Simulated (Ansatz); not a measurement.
The same hydrolysis along the group Ti, Zr, Hf.

Isolated molecules relaxed with PBE0-D4/def2-TZVP in Ansatz; ΔE leaves out vibrations. CCSD(T)/CBS is the MP2 limit (def2-TZVPP, def2-QZVPP) plus CCSD(T) − MP2 in def2-TZVPP, frozen cores. This one scheme is used for every species. Functionals use def2-TZVPP. Elements past krypton have def2 core potentials. For Hf, Ti, Zr outer-core shells are correlated without core-valence functions, which leaves a few kJ/mol of doubt a bond. Scalar relativity is left out up to krypton. Each species was taken in one conformer, which may not be the lowest.

| reaction | ωB97M-V (kJ/mol) | LDA (SPW92) (kJ/mol) | HF/CBS(def2) (kJ/mol) | B97M-V (kJ/mol) | CCSD(T)/CBS(def2) (kJ/mol) |
| --- | --- | --- | --- | --- | --- |
| `CC[O][Ti]([Cl])([O]CC)[O]CC` + H₂O → `CC[O][Ti]([OH])([O]CC)[O]CC` + HCl | 52 | 51 | 47 | 57 | 60 |
| `CC[O][Zr]([Cl])([O]CC)[O]CC` + H₂O → `CC[O][Zr]([OH])([O]CC)[O]CC` + HCl | 53 | 48 | 59 | 58 | 56 |
| `CC[O][Hf]([Cl])([O]CC)[O]CC` + H₂O → `CC[O][Hf]([OH])([O]CC)[O]CC` + HCl | 52 | 48 | 57 | 56 | 56 |

Largest T1 diagnostic: 0.020, for `CC[O][Ti]([Cl])([O]CC)[O]CC`.
